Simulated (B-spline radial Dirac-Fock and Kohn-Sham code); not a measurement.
# Nb 3s: cross section and angular parameters

System: neutral niobium in the configuration 1s2 2s2 2p6 3s2 3p6 3d10 4s2 4p6 4d4 5s1; threshold 466.6 eV (tabulated edge). These are calculated numbers from a radial B-spline solver; the model is Dirac-Hartree-Slater photoionisation with a Latter tail; cross sections with all multipoles, angular parameters from the dipole term and its interference with E2.

For linearly polarised light dσ/dΩ = σ/(4π) [1 + β P₂(cos θ) + (δ + γ cos²θ) sin θ cos φ], with θ from the polarisation vector and φ the angle between the beam and the projection of the electron momentum on the plane normal to the polarisation.

| hν (eV) | σ (kb) | β | γ |
| --- | --- | --- | --- |
| 1440 | 32.5 | 1.996 | 0.044 |
| 2000 | 18.5 | 1.996 | -0.064 |
| 2050 | 17.7 | 1.996 | -0.069 |
| 2750 | 10.3 | 1.997 | -0.086 |
| 3370 | 6.95 | 1.997 | -0.052 |
| 3450 | 6.65 | 1.997 | -0.045 |
| 3600 | 6.12 | 1.997 | -0.032 |
| 4170 | 4.58 | 1.997 | 0.030 |
| 4950 | ? | ? | ? |
| 5414.7 | 2.69 | 1.997 | 0.195 |
| 5700 | 2.42 | 1.997 | 0.236 |
| 5890 | 2.26 | 1.997 | 0.263 |
| 6000 | 2.17 | 1.997 | 0.279 |
| 6640 | 1.75 | 1.997 | 0.372 |
| 7420 | 1.38 | 1.997 | 0.486 |
| 9030 | 0.898 | 1.996 | 0.718 |
| 12000 | 0.472 | 1.996 | 1.119 |

Task: Give the values at 4950 eV.

Result: σ = 3.23 kb, β = 1.997, γ = 0.131. For an s subshell δ is negligible.
